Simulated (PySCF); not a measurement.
Relaxation of singlet HgF₂

Level of theory: PySCF, PBE0, basis Hg def2-TZVP with ECP60, F def2-TZVP (scalar-relativistic core potentials, no spin–orbit coupling, density fitting). A (50,194) grid was used.

A hand-made linear start, of D∞h symmetry, held to at least that symmetry:

```xyz
3
charge 0 multiplicity 1, angstrom
Hg    0.0000    0.0000    0.0000
F     0.0000    0.0000    1.9700
F     0.0000    0.0000   -1.9700
```

At each step, columns x, y, z (Å) and Fx, Fy, Fz (eV/Å):

```
step 0  E − E(last) = 5.66 kJ/mol
Hg   0.000   0.000   0.000   0.000   0.000   0.000
F    0.000   0.000   1.970   0.000   0.000  -1.066
F    0.000   0.000  -1.970   0.000   0.000   1.066
step 1  E − E(last) = 0.22 kJ/mol
Hg   0.000   0.000   0.000   0.000   0.000   0.000
F    0.000   0.000   1.908   0.000   0.000   0.233
F    0.000   0.000  -1.908   0.000   0.000  -0.233
step 2  E − E(last) = 0.00 kJ/mol
Hg   0.000   0.000   0.000   0.000   0.000   0.000
F    0.000   0.000   1.919   0.000   0.000  -0.032
F    0.000   0.000  -1.919   0.000   0.000   0.032
step 3  E − E(last) = 0.00 kJ/mol
Hg   0.000   0.000   0.000   0.000   0.000   0.000
F    0.000   0.000   1.918   0.000   0.000  -0.001
F    0.000   0.000  -1.918   0.000   0.000   0.001
```

It ends at D∞h with Hg–F 1.918 Å (×2); F–Hg–F 180.0°. A frequency run shows a minimum. Other isomers or separated fragments may lie lower.

No spin–orbit coupling is included, which matters more the heavier the element.

The relaxation took roughly 13 core-seconds on a shared host.
